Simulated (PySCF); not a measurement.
# Basis-set dependence of population analyses: `C=CC#C/C=C\F`

Compound: C6H5F.
Structure used (PBE0-D3(BJ)/def2-SVP), in Å, numbered top down from 1:
```
atom  x, y, z in Å
C1     2.7534    0.6758    0.4335
C2     2.0363   -0.4587    0.3841
C3     0.6303   -0.5150    0.2089
C4    -0.5783   -0.5764    0.0580
C5    -1.9778   -0.6705   -0.1149
C6    -2.7968    0.3792   -0.2712
F7    -2.3655    1.6271   -0.2786
H8     3.8366    0.6461    0.5711
H9     2.2770    1.6545    0.3376
H10    2.5487   -1.4236    0.4839
H11   -2.4421   -1.6615   -0.1247
H12   -3.8788    0.2951   -0.4047
```

PBE0 throughout (PySCF), one geometry, spherical d and f functions. Geometry: PBE0-D3(BJ)/def2-SVP; no solvent, vibrations or thermal averaging. The first 7 of 12 kinds of atom are listed.

Mulliken charges (e):

| basis | functions | C1 | C2 | C3 | C4 | C5 | C6 | F7 |
| --- | --- | --- | --- | --- | --- | --- | --- | --- |
| STO-3G | 40 | -0.153 | -0.093 | -0.047 | -0.046 | -0.133 | +0.043 | -0.046 |
| 6-31G | 73 | -0.319 | -0.033 | -0.174 | -0.178 | -0.123 | +0.173 | -0.290 |
| pcSseg-0 | 73 | -0.378 | -0.194 | -0.127 | -0.143 | -0.259 | +0.208 | -0.333 |
| 6-31G* | 108 | -0.361 | -0.217 | +0.021 | +0.037 | -0.357 | +0.197 | -0.274 |
| cc-pVDZ | 123 | +0.004 | -0.235 | +0.098 | +0.107 | -0.300 | +0.219 | -0.140 |
| def2-SVP | 123 | -0.053 | -0.110 | -0.021 | -0.021 | -0.145 | +0.210 | -0.180 |
| aug-cc-pVDZ | 206 | +0.471 | +1.002 | -0.065 | -0.139 | +0.596 | +0.911 | -0.492 |
| 6-311+G(2d,p) | 219 | -0.359 | -0.091 | +0.115 | +0.128 | -0.177 | -0.021 | -0.267 |
| def2-TZVP | 247 | -0.231 | -0.226 | +0.062 | +0.028 | -0.267 | +0.107 | -0.161 |
| cc-pVTZ | 280 | -0.243 | -0.140 | -0.031 | +0.023 | -0.213 | +0.093 | -0.133 |
| IGLO-III | 295 | -0.216 | -0.054 | -0.060 | -0.039 | -0.116 | +0.149 | -0.210 |
| pcSseg-2 | 322 | -0.058 | -0.103 | -0.006 | -0.024 | -0.155 | +0.277 | -0.231 |

IAO charges (e):

```csv
basis,functions,C1,C2,C3,C4,C5,C6,F7
STO-3G,40,-0.245,-0.165,-0.035,-0.033,-0.224,+0.045,-0.062
6-31G,73,-0.288,-0.155,-0.034,-0.045,-0.217,+0.133,-0.231
pcSseg-0,73,-0.274,-0.159,-0.035,-0.045,-0.225,+0.141,-0.219
6-31G*,108,-0.278,-0.151,-0.039,-0.044,-0.225,+0.174,-0.237
cc-pVDZ,123,-0.282,-0.152,-0.040,-0.046,-0.227,+0.171,-0.237
def2-SVP,123,-0.272,-0.150,-0.037,-0.045,-0.224,+0.173,-0.238
aug-cc-pVDZ,206,-0.291,-0.155,-0.038,-0.049,-0.226,+0.169,-0.251
"6-311+G(2d,p)",219,-0.290,-0.155,-0.038,-0.049,-0.227,+0.170,-0.252
def2-TZVP,247,-0.291,-0.154,-0.038,-0.048,-0.227,+0.174,-0.251
cc-pVTZ,280,-0.292,-0.154,-0.039,-0.048,-0.228,+0.173,-0.249
IGLO-III,295,-0.292,-0.155,-0.038,-0.049,-0.228,+0.171,-0.252
pcSseg-2,322,-0.291,-0.155,-0.038,-0.049,-0.228,+0.173,-0.252
```

Hirshfeld charges (e):

| basis | functions | C1 | C2 | C3 | C4 | C5 | C6 | F7 |
| --- | --- | --- | --- | --- | --- | --- | --- | --- |
| STO-3G | 40 | -0.045 | -0.004 | -0.067 | -0.067 | -0.047 | +0.058 | +0.001 |
| 6-31G | 73 | -0.076 | -0.028 | -0.050 | -0.062 | -0.059 | +0.054 | -0.075 |
| pcSseg-0 | 73 | -0.071 | -0.027 | -0.050 | -0.064 | -0.062 | +0.059 | -0.065 |
| 6-31G* | 108 | -0.077 | -0.031 | -0.053 | -0.062 | -0.064 | +0.057 | -0.062 |
| cc-pVDZ | 123 | -0.077 | -0.032 | -0.050 | -0.060 | -0.069 | +0.054 | -0.052 |
| def2-SVP | 123 | -0.077 | -0.034 | -0.047 | -0.059 | -0.070 | +0.058 | -0.060 |
| aug-cc-pVDZ | 206 | -0.082 | -0.042 | -0.045 | -0.056 | -0.073 | +0.056 | -0.069 |
| 6-311+G(2d,p) | 219 | -0.077 | -0.042 | -0.048 | -0.058 | -0.072 | +0.058 | -0.071 |
| def2-TZVP | 247 | -0.081 | -0.040 | -0.047 | -0.057 | -0.072 | +0.057 | -0.068 |
| cc-pVTZ | 280 | -0.081 | -0.038 | -0.047 | -0.058 | -0.072 | +0.056 | -0.064 |
| IGLO-III | 295 | -0.081 | -0.041 | -0.046 | -0.056 | -0.072 | +0.057 | -0.069 |
| pcSseg-2 | 322 | -0.082 | -0.041 | -0.045 | -0.055 | -0.072 | +0.057 | -0.070 |

Problem. Which scheme is steadiest as the basis changes?

Solution. Largest range over the bases for any column: Hirshfeld 0.08 e, IAO 0.19 e, Mulliken 1.24 e. Hirshfeld charges move least and Mulliken charges most, counted in e. Without the minimal STO-3G basis the ranges are Hirshfeld 0.02, IAO 0.04, Mulliken 1.24 e.

Problem. How much do the charges still move between the two largest bases, IGLO-III and pcSseg-2?

Solution. At most, over all atoms: Mulliken 0.157 e, IAO 0.002 e, Hirshfeld 0.001 e.

Problem. What do the same runs give for the total energy, the frontier levels and the dipole moment?

Solution. 
```csv
basis,energy (Eh),HOMO (eV),LUMO (eV),μ (D)
STO-3G,-326.7364,-4.10,1.50,0.81
6-31G,-330.9173,-6.24,-1.14,1.23
pcSseg-0,-330.2642,-6.54,-1.42,1.24
6-31G*,-330.9870,-6.12,-1.09,0.96
cc-pVDZ,-331.0166,-6.30,-1.29,0.95
def2-SVP,-330.7536,-6.39,-1.38,0.99
aug-cc-pVDZ,-331.0355,-6.48,-1.55,0.98
"6-311+G(2d,p)",-331.0932,-6.49,-1.56,1.02
def2-TZVP,-331.1240,-6.46,-1.51,0.99
cc-pVTZ,-331.1127,-6.43,-1.46,0.96
IGLO-III,-331.1291,-6.49,-1.55,0.98
pcSseg-2,-331.1236,-6.49,-1.55,1.01
```

The dipole is fixed by the density alone, so its range of 0.43 D shows that the density itself changes with the basis, not only its division among atoms.
